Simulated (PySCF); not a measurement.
**Working out the ionisation energy of Cr**

Cr [Ar] 3d5 4s1 (7S) → Cr⁺ [Ar] 3d5 (6S). Calculation: PySCF 2.14, in cc-pVTZ-DK (7s6p4d2f1g, 68 functions); scalar relativity by spin-free X2C-1e. Frozen: [Ar]. Energies in hartree (1 hartree = 27.21139 eV):

```tsv
part	Cr (lower)	Cr⁺ (upper)
UHF	-1049.654298	-1049.433610
MP2 opposite-spin	0.000000	0.000000
MP2 same-spin	-0.094094	-0.076544
```

Task: What does Hartree-Fock give?

Result: (-1049.433610) − (-1049.654298) = 0.220688 hartree = 6.005 eV.

Task: What do MP2 and SCS-MP2 (6/5 opposite-spin, 1/3 same-spin) give?

Result: The opposite-spin parts differ by 0.000 eV and the same-spin parts by 0.478 eV. MP2: 6.005 + (0.000) + (0.478) = 6.483 eV. SCS-MP2: 6.005 + 1.2 × (0.000) + (0.478)/3 = 6.164 eV.

Measured between the centres of the two terms (NIST): 6.767 eV, so MP2 (valence) is off by -0.284 eV.

What remains against the reference includes basis incompleteness, the frozen core and correlation beyond second order.
